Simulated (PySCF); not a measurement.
Compound: GeMe2H2, C2H8Ge.
Bonds: Ge1–C2, Ge1–C6. Hydrogens: H10, H11 on Ge1; H3, H4, H5 on C2; H7, H8, H9 on C6.

The calculation used PySCF 2.14.0, PBE0-D3(BJ)/def2-SVP geometry optimisation, gas phase.

(1) List the bond lengths and angles at this level.

Answers

(1) 
```tsv
bond	length (pm)
Ge1–C2, Ge1–C6	195.4
Ge1–H10, Ge1–H11	154.5
C2–H3 and 5 like bonds	110.0
```

Bonds in one row agree within 1 pm and their mean is given. A selection of angles:
```tsv
angle	degrees
C2–Ge1–C6	110.4
C2–Ge1–H10	109.6
H10–Ge1–H11	107.9
Ge1–C2–H3	110.8
Ge1–C2–H4	110.3
H3–C2–H4	108.3
```

Ge1 (germanium bonded to 2 C and 2 H) is tetrahedral (angles from 107.9° to 110.4°).

No frequency check.

Time: 18 s; peak memory 0.38 GiB. Hardware: an Arm Neoverse V1 with one thread, no GPU, on a shared host. That covers the optimisation of the geometry.
